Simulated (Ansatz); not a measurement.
Ansatz (a first-principles code) input (B3LYP-D3(BJ)/def2-TZVP):

Ansatz 0.2 input:
```yaml
crystal:
  periodic: [false, false, false]
  atoms:
    - {symbol: C, position_ang: [2.54674528, -0.04705246, -0.31440095]}
    - {symbol: C, position_ang: [1.23358905, 0.72354807, -0.35065719]}
    - {symbol: C, position_ang: [0.00704482, -0.15042784, -0.03451589]}
    - {symbol: C, position_ang: [-1.33656223, 0.57477467, -0.22684733]}
    - {symbol: C, position_ang: [-2.54272515, -0.34165685, -0.06922994]}
    - {symbol: O, position_ang: [0.10159550, -0.77784999, 1.17432026]}
    - {symbol: H, position_ang: [2.56947949, -0.82205502, -1.08472218]}
    - {symbol: H, position_ang: [2.68177655, -0.53270224, 0.65195987]}
    - {symbol: H, position_ang: [3.39586080, 0.61641440, -0.48523186]}
    - {symbol: H, position_ang: [1.08481227, 1.18050080, -1.33257912]}
    - {symbol: H, position_ang: [1.25374579, 1.54141593, 0.37563504]}
    - {symbol: H, position_ang: [0.02274799, -1.01120513, -0.74287012]}
    - {symbol: H, position_ang: [-1.38106277, 1.38889983, 0.50255958]}
    - {symbol: H, position_ang: [-1.33613580, 1.04036403, -1.21595671]}
    - {symbol: H, position_ang: [-2.52774836, -0.83425599, 0.90291418]}
    - {symbol: H, position_ang: [-3.47500621, 0.21869373, -0.15424704]}
    - {symbol: H, position_ang: [-2.54978438, -1.11838401, -0.83811595]}
basis:
  gaussian:
    orbitals: def2-TZVP
hamiltonian:
  xc: b3lyp
  dispersion: d3bj
magnetization: {spin_polarized: true, initial_magnetization: 1}
phonons: {temperatures: {t_min: 298.15, t_max: 298.15, t_step: 100}}
```

Output:

```
Functional definition: B3LYP
integrals: 0.19 GiB planned
1535 factors; their error is unknown
0.35 GiB of the device are held for the grids
1.48 GiB of device memory are held for the factors and their scratch space
mean field: 1.74 GiB planned
mean field evaluation 1: about -7398.5070 eV, gradient 5.6e1 eV
mean field evaluation 2: about -7390.9697 eV, gradient 6.6e1 eV
mean field evaluation 4: about -7413.1224 eV, gradient 2.3e0 eV
mean field evaluation 8: about -7413.1464 eV, gradient 1.4e-1 eV
mean field evaluation 16: about -7413.1088 eV, gradient 5.2e-4 eV
mean field evaluation 32: about -7413.0900 eV, gradient 1.9e0 eV
mean field -7413.10882597 eV, -272.4267245688 hartree, gradient 2.8e-6 eV, S^2 0.753967; 1 other end points of the search recorded, 0 dependent functions left out
the calculation of the forces begins
reference -7413.10914324 eV, -272.4267362284 hartree; 25, 24 occupied and 227, 228 virtual orbitals, 1535 factors
these checks for a lower state are left out or cut short: stability, starts, cluster_reference, orbital_swaps, neighbouring_geometries, increment
integrals: 0.19 GiB planned
1535 factors; their error is unknown
0.35 GiB of the device are held for the grids
1.48 GiB of device memory are held for the factors and their scratch space
mean field: 1.75 GiB planned
mean field -7413.10873338 eV, -272.4267211660 hartree, gradient 2.8e-6 eV, S^2 0.753967; 0 other end points of the search recorded, 0 dependent functions left out
the calculation of the forces begins
reference -7413.10905058 eV, -272.4267328230 hartree; 25, 24 occupied and 227, 228 virtual orbitals, 1535 factors
these checks for a lower state are left out or cut short: stability, starts, cluster_reference, orbital_swaps, neighbouring_geometries, increment
integrals: 0.19 GiB planned
1535 factors; their error is unknown
0.35 GiB of the device are held for the grids
1.48 GiB of device memory are held for the factors and their scratch space
mean field: 1.74 GiB planned
mean field -7413.10861750 eV, -272.4267169076 hartree, gradient 2.6e-6 eV, S^2 0.753966; 0 other end points of the search recorded, 0 dependent functions left out
the calculation of the forces begins
reference -7413.10893484 eV, -272.4267285698 hartree; 25, 24 occupied and 227, 228 virtual orbitals, 1535 factors
these checks for a lower state are left out or cut short: stability, starts, cluster_reference, orbital_swaps, neighbouring_geometries, increment
integrals: 0.19 GiB planned
1535 factors; their error is unknown
0.35 GiB of the device are held for the grids
1.48 GiB of device memory are held for the factors and their scratch space
mean field: 1.75 GiB planned
mean field -7413.10866105 eV, -272.4267185079 hartree, gradient 1.1e-6 eV, S^2 0.753967; 0 other end points of the search recorded, 0 dependent functions left out
the calculation of the forces begins
reference -7413.10897834 eV, -272.4267301681 hartree; 25, 24 occupied and 227, 228 virtual orbitals, 1535 factors
these checks for a lower state are left out or cut short: stability, starts, cluster_reference, orbital_swaps, neighbouring_geometries, increment
integrals: 0.19 GiB planned
1535 factors; their error is unknown
0.35 GiB of the device are held for the grids
1.48 GiB of device memory are held for the factors and their scratch space
mean field: 1.74 GiB planned
mean field evaluation 64: about -7413.1087 eV, gradient 1.4e-4 eV
[...]
these checks for a lower state are left out or cut short: stability, starts, cluster_reference, orbital_swaps, neighbouring_geometries, increment
integrals: 0.19 GiB planned
1535 factors; their error is unknown
0.35 GiB of the device are held for the grids
1.48 GiB of device memory are held for the factors and their scratch space
mean field: 1.74 GiB planned
mean field evaluation 384: about -7413.1088 eV, gradient 2.0e-6 eV
mean field -7413.10882894 eV, -272.4267246778 hartree, gradient 2.5e-6 eV, S^2 0.753966; 0 other end points of the search recorded, 0 dependent functions left out
the calculation of the forces begins
reference -7413.10914621 eV, -272.4267363375 hartree; 25, 24 occupied and 227, 228 virtual orbitals, 1535 factors
these checks for a lower state are left out or cut short: stability, starts, cluster_reference, orbital_swaps, neighbouring_geometries, increment
integrals: 0.19 GiB planned
1535 factors; their error is unknown
0.35 GiB of the device are held for the grids
1.48 GiB of device memory are held for the factors and their scratch space
mean field: 1.75 GiB planned
mean field -7413.10878944 eV, -272.4267232263 hartree, gradient 2.7e-6 eV, S^2 0.753968; 0 other end points of the search recorded, 0 dependent functions left out
the calculation of the forces begins
reference -7413.10910671 eV, -272.4267348858 hartree; 25, 24 occupied and 227, 228 virtual orbitals, 1535 factors
these checks for a lower state are left out or cut short: stability, starts, cluster_reference, orbital_swaps, neighbouring_geometries, increment
integrals: 0.19 GiB planned
1535 factors; their error is unknown
0.35 GiB of the device are held for the grids
1.48 GiB of device memory are held for the factors and their scratch space
mean field: 1.75 GiB planned
mean field -7413.10879418 eV, -272.4267234005 hartree, gradient 2.7e-6 eV, S^2 0.753966; 0 other end points of the search recorded, 0 dependent functions left out
the calculation of the forces begins
reference -7413.10911149 eV, -272.4267350614 hartree; 25, 24 occupied and 227, 228 virtual orbitals, 1535 factors
these checks for a lower state are left out or cut short: stability, starts, cluster_reference, orbital_swaps, neighbouring_geometries, increment
integrals: 0.19 GiB planned
1535 factors; their error is unknown
0.35 GiB of the device are held for the grids
1.48 GiB of device memory are held for the factors and their scratch space
mean field: 1.74 GiB planned
mean field -7413.10873454 eV, -272.4267212089 hartree, gradient 2.8e-6 eV, S^2 0.753967; 0 other end points of the search recorded, 0 dependent functions left out
the calculation of the forces begins
reference -7413.10905178 eV, -272.4267328671 hartree; 25, 24 occupied and 227, 228 virtual orbitals, 1535 factors
these checks for a lower state are left out or cut short: stability, starts, cluster_reference, orbital_swaps, neighbouring_geometries, increment
integrals: 0.19 GiB planned
1535 factors; their error is unknown
0.35 GiB of the device are held for the grids
1.48 GiB of device memory are held for the factors and their scratch space
mean field: 1.74 GiB planned
mean field -7413.10878170 eV, -272.4267229420 hartree, gradient 2.1e-6 eV, S^2 0.753967; 0 other end points of the search recorded, 0 dependent functions left out
the calculation of the forces begins
reference -7413.10909900 eV, -272.4267346026 hartree; 25, 24 occupied and 227, 228 virtual orbitals, 1535 factors
these checks for a lower state are left out or cut short: stability, starts, cluster_reference, orbital_swaps, neighbouring_geometries, increment
integrals: 0.19 GiB planned
1535 factors; their error is unknown
0.35 GiB of the device are held for the grids
1.48 GiB of device memory are held for the factors and their scratch space
mean field: 1.74 GiB planned
mean field evaluation 416: about -7413.1081 eV, gradient 4.8e-1 eV
mean field -7413.10876443 eV, -272.4267223073 hartree, gradient 2.0e-6 eV, S^2 0.753966; 0 other end points of the search recorded, 0 dependent functions left out
the calculation of the forces begins
reference -7413.10908168 eV, -272.4267339658 hartree; 25, 24 occupied and 227, 228 virtual orbitals, 1535 factors
these checks for a lower state are left out or cut short: stability, starts, cluster_reference, orbital_swaps, neighbouring_geometries, increment
integrals: 0.19 GiB planned
1535 factors; their error is unknown
0.35 GiB of the device are held for the grids
1.48 GiB of device memory are held for the factors and their scratch space
mean field: 1.74 GiB planned
mean field -7413.10879861 eV, -272.4267235632 hartree, gradient 2.3e-6 eV, S^2 0.753977; 0 other end points of the search recorded, 0 dependent functions left out
the calculation of the forces begins
reference -7413.10911587 eV, -272.4267352224 hartree; 25, 24 occupied and 227, 228 virtual orbitals, 1535 factors
these checks for a lower state are left out or cut short: stability, starts, cluster_reference, orbital_swaps, neighbouring_geometries, increment
integrals: 0.19 GiB planned
1535 factors; their error is unknown
0.35 GiB of the device are held for the grids
1.48 GiB of device memory are held for the factors and their scratch space
mean field: 1.75 GiB planned
mean field -7413.10874390 eV, -272.4267215526 hartree, gradient 2.3e-6 eV, S^2 0.753957; 0 other end points of the search recorded, 0 dependent functions left out
the calculation of the forces begins
reference -7413.10906118 eV, -272.4267332126 hartree; 25, 24 occupied and 227, 228 virtual orbitals, 1535 factors
these checks for a lower state are left out or cut short: stability, starts, cluster_reference, orbital_swaps, neighbouring_geometries, increment
integrals: 0.19 GiB planned
1535 factors; their error is unknown
0.35 GiB of the device are held for the grids
1.48 GiB of device memory are held for the factors and their scratch space
mean field: 1.74 GiB planned
mean field -7413.10878882 eV, -272.4267232035 hartree, gradient 1.1e-6 eV, S^2 0.753957; 0 other end points of the search recorded, 0 dependent functions left out
the calculation of the forces begins
reference -7413.10910609 eV, -272.4267348628 hartree; 25, 24 occupied and 227, 228 virtual orbitals, 1535 factors
these checks for a lower state are left out or cut short: stability, starts, cluster_reference, orbital_swaps, neighbouring_geometries, increment
integrals: 0.19 GiB planned
1535 factors; their error is unknown
0.35 GiB of the device are held for the grids
1.48 GiB of device memory are held for the factors and their scratch space
mean field: 1.75 GiB planned
mean field evaluation 448: about -7413.1081 eV, gradient 4.8e-1 eV
mean field -7413.10880574 eV, -272.4267238252 hartree, gradient 1.1e-6 eV, S^2 0.753977; 0 other end points of the search recorded, 0 dependent functions left out
the calculation of the forces begins
reference -7413.10912302 eV, -272.4267354850 hartree; 25, 24 occupied and 227, 228 virtual orbitals, 1535 factors
Total energy: -7413.67572014 eV, -272.4475575452 hartree
Atom 0 at     2.546745    -0.047052    -0.314401 Å, force    -0.000153     0.000074    -0.000080 eV/Å
Atom 1 at     1.233589     0.723548    -0.350657 Å, force    -0.000113     0.000124     0.000079 eV/Å
Atom 2 at     0.007045    -0.150428    -0.034516 Å, force     0.000001     0.000736     0.000911 eV/Å
Atom 3 at    -1.336562     0.574775    -0.226847 Å, force     0.000105     0.000137     0.000068 eV/Å
Atom 4 at    -2.542725    -0.341657    -0.069230 Å, force     0.000135     0.000091    -0.000094 eV/Å
Atom 5 at     0.101596    -0.777850     1.174320 Å, force     0.000003    -0.000479    -0.000517 eV/Å
Atom 6 at     2.569479    -0.822055    -1.084722 Å, force    -0.000235    -0.000093     0.000179 eV/Å
Atom 7 at     2.681777    -0.532702     0.651960 Å, force     0.000022     0.000129    -0.000034 eV/Å
Atom 8 at     3.395861     0.616414    -0.485232 Å, force     0.000071    -0.000128    -0.000232 eV/Å
Atom 9 at     1.084812     1.180501    -1.332579 Å, force     0.000133     0.000047     0.000056 eV/Å
Atom 10 at     1.253746     1.541416     0.375635 Å, force     0.000079     0.000038    -0.000047 eV/Å
Atom 11 at     0.022748    -1.011205    -0.742870 Å, force     0.000028    -0.000660    -0.000219 eV/Å
Atom 12 at    -1.381063     1.388900     0.502560 Å, force    -0.000087     0.000028    -0.000039 eV/Å
Atom 13 at    -1.336136     1.040364    -1.215957 Å, force    -0.000132     0.000031     0.000068 eV/Å
Atom 14 at    -2.527748    -0.834256     0.902914 Å, force    -0.000039     0.000125    -0.000031 eV/Å
Atom 15 at    -3.475006     0.218694    -0.154247 Å, force    -0.000078    -0.000137    -0.000225 eV/Å
Atom 16 at    -2.549784    -1.118384    -0.838116 Å, force     0.000260    -0.000064     0.000155 eV/Å
Dipole moment:    -0.028804     0.195207    -0.363382 e Å
Vibrations: 85.77 92.45 189.48 208.39 230.22 305.48 385.60 449.21 478.93 761.57 788.25 838.44 911.26 954.77 989.53 1019.47 1055.53 1061.50 1064.60 1166.67 1178.66 1224.98 1283.81 1315.50 1319.00 1371.38 1412.09 1416.51 1481.02 1490.51 1496.18 1497.81 1507.05 1508.73 2807.84 3022.23 3031.00 3031.93 3033.57 3055.54 3064.98 3090.88 3091.66 3112.30 3113.42 cm⁻¹, zero-point energy 4.091212 eV
```

It need not be the lowest isomer of its formula.
